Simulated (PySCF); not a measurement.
C₅H₁₀O₃Si.
Bonds: C1–C2 (double), C2–C3, C3–O4, O4–Si5, Si5–O6, O6–C7, C7–C8, C7–O9 (double). Hydrogens: H10, H11 on C1; H12 on C2; H13, H14 on C3; H15, H16 on Si5; H17, H18, H19 on C8.

All values: PBE0/pcSseg-1 (PySCF, non-relativistic), on one gas-phase PBE0-D3(BJ)/def2-SVP geometry that isn't relaxed in the solvent. The solvent is an IEF-PCM continuum (cavity from Bondi-type radii × 1.2). Only the electrostatic response of the medium enters.

Gas phase at PBE0/pcSseg-1: HOMO -7.74 eV, LUMO -0.04 eV, dipole 1.48 D.

Q: What does the continuum do to the energy, the frontier levels and the dipole at PBE0/pcSseg-1 in cyclohexane and dichloromethane?

A: 
```csv
solvent,ε,E(solvent) − E(gas) (kJ/mol),polarisation term (kJ/mol),distortion of the solute (kJ/mol),HOMO (eV),LUMO (eV),dipole (D)
cyclohexane,2.017,-11.56,-12.12,0.56,-7.69,0.00,1.59
dichloromethane,8.93,-25.38,-28.13,2.75,-7.67,-0.01,1.71
```

Polarisation term: ½ Σ q·V over the induced surface charges. Distortion: the rise of the solute's own energy as its density leaves the gas-phase optimum. From cyclohexane to dichloromethane the lowering changes by a factor 2.19, Onsager's factor (ε − 1)/(2ε + 1) by 2.08 and ε itself by 4.4.

Q: Which radius a makes the point-dipole formula ΔE = −[(ε − 1)/(2ε + 1)]·μ²/a³ give the value in dichloromethane, with the gas-phase dipole?

A: μ = 0.581 au and |ΔE| = 0.00967 Eh give a = 1.30 Å; the farthest nucleus lies 5.11 Å from the centroid of the nuclei, so such a sphere wouldn't even hold the nuclei. The formula assumes a rigid point dipole at the centre of a sphere.

Q: Which IAO charges (PBE0/pcSseg-1) respond most in cyclohexane (means over atoms taken as equivalent)?

A: 
| atoms | environment | gas (e) | solvent (e) | change |
| --- | --- | --- | --- | --- |
| O9 | carbonyl oxygen | -0.459 | -0.473 | -0.014 |
| C7 | carbonyl carbon | +0.536 | +0.542 | +0.006 |
| O4 | silyl ether oxygen | -0.637 | -0.642 | -0.005 |
| H13/H14 | methylene hydrogen | +0.127 | +0.131 | +0.004 |
| C2 | alkene CH carbon | -0.130 | -0.134 | -0.004 |
| C1 | terminal =CH2 carbon | -0.307 | -0.311 | -0.004 |
| H17/H18/H19 | methyl hydrogen | +0.171 | +0.175 | +0.004 |
| H10 | vinylic hydrogen | +0.142 | +0.145 | +0.003 |
| H11 | vinylic hydrogen | +0.154 | +0.156 | +0.002 |
| C3 | sp3 carbon bound to oxygen | -0.044 | -0.046 | -0.002 |
| C8 | methyl carbon next to a carbonyl | -0.465 | -0.468 | -0.003 |
| O6 | oxygen singly bound to a carbonyl carbon | -0.581 | -0.583 | -0.002 |

Q: Which Mayer bond orders change most in cyclohexane?

A: 
```
  bond  length (Å)    gas  solvent  change
 C7–O9       1.208  1.917    1.902  -0.015
 C3–O4       1.406  0.880    0.871  -0.009
 C7–C8       1.496  1.000    1.005  +0.005
Si5–O6       1.709  0.826    0.823  -0.003
C8–H18       1.100  0.944    0.941  -0.003
C8–H19       1.100  0.944    0.941  -0.003
 C2–C3       1.494  1.030    1.028  -0.002
O4–Si5       1.652  0.976    0.977  +0.001
```

Q: How do the nuclear quadrupole coupling constants eQVzz/h respond in cyclohexane?

A: 
```
  nucleus  Q (barn)  gas (MHz)  solvent (MHz)  η gas  η solvent
17O at O4   -0.0256     -10.55         -10.48   0.47       0.47
17O at O6   -0.0256      -8.00          -7.96   0.03       0.03
17O at O9   -0.0256       9.59           9.49   0.18       0.15
```

Time: 33 s; peak memory 1.1 GiB. Hardware: one thread of an Arm Neoverse V1, shared host. This is the whole shielding run at PBE0/pcSseg-1 in dichloromethane, SCF included.
